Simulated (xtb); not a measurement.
Ti(I)2(NH2)2 (H4I2N2Ti), SMILES [NH2][Ti]([NH2])([I])[I], multiplicity 1. All values are semi-empirical tight-binding results from xtb (GFN2-xTB unless named), good for trends rather than for accurate numbers. Coordinates come from a GFN2-xTB optimisation. The spin state was assumed, not searched. One conformer was computed; it need not be the lowest.

For metal compounds this method's bond lengths and energies can be far off.

Computed properties:
- point group as xtb finds it: Cs
- orbital gap: 2.39 eV
- zero-point energy: 29.2 kcal/mol
- G − E(el) at 298.15 K (modified RRHO): 4.6 kcal/mol
